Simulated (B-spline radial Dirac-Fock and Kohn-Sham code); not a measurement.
Z = 79 (gold), transition energy 16.8 keV. These are calculated numbers from a radial B-spline solver; the model is a Dirac-Hartree-Slater potential of the neutral atom with a Latter tail (no hole, which puts coefficients of high multipoles low close above an edge), finite nucleus with surface currents. The K shell is not open to conversion at this energy. Subshells that would emit electrons below 1 keV are left out.

Question: A pure transition shows α(L) = 21400, L1/L2 = 0.0248 and L1/L3 = 0.0204. What is its multipolarity?
A. M4
B. M3
C. M2
D. M1
E. E4
F. E2
G. E3
H. E1

Answer: F. For comparison, α(L), L1/L2, L1/L3 are E1 7.90, 0.547, 0.364; E3 2.99e+06, 0.00620, 0.00481; E4 8.55e+07, 0.00190, 0.00111; M1 196, 9.49, 87.5; M2 52700, 26.1, 1.57; M3 1.60e+07, 56.5, 0.0791; M4 1.48e+09, 78.8, 0.00888.
